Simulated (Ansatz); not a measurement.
```xyz
8

C     0.390    0.759   -0.089
C    -0.769   -0.144    0.177
S    -2.267    0.358    0.522
Se   -0.425   -2.004    0.097
H     1.193    0.568    0.629
H     0.795    0.572   -1.088
H     0.077    1.799   -0.014
H     1.008   -1.907   -0.234
```

Charge 0, multiplicity 1.

Problem. List the PBE0/def2-TZVPP orbital energies in eV (the Gaussian-basis code of Ansatz). (Estimate.)

Solution. The calculation gave: Occupied: -12362.26, -2421.99, -1585.06, -1422.09, -1422.05, -1422.01, -281.13, -278.81, -217.33, -215.48, -161.14, -161.13, -160.94, -159.08, -158.95, -158.80, -59.08, -59.06, -58.92, -58.82, -58.81, -23.59, -20.24, -20.04, -14.93, -12.83, -12.61, -12.38, -10.58, -9.70, -9.22, -7.10, -6.58. Lowest empty: -2.10, -0.27, 0.63, 1.55, 2.43, 2.97, 3.30, 3.84.
